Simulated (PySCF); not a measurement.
These are TPSSh-D3(BJ)/def2-TZVP // r2SCAN-D4/def2-SVP run with PySCF values and carry that method's errors. All species are isolated molecules in the gas phase. One relaxed conformer stands for a flexible species; it need not be the lowest. 

Reference species: [Ti(OH)(H)3] (neutral, multiplicity 1).

```yaml
LUMO: -2.88 eV
HOMO–LUMO gap: 4.85 eV
```

Changed species: [Ti(OH)3(H)] (1 of 4 OH replaced by H; the reference has 3 of 4 OH replaced by H).

**Question.** What does the change do to the LUMO and HOMO–LUMO gap?

**Answer.** the LUMO rises by 1.08 eV, to -1.80 eV; the HOMO–LUMO gap increases by 0.70 eV, to 5.55 eV.
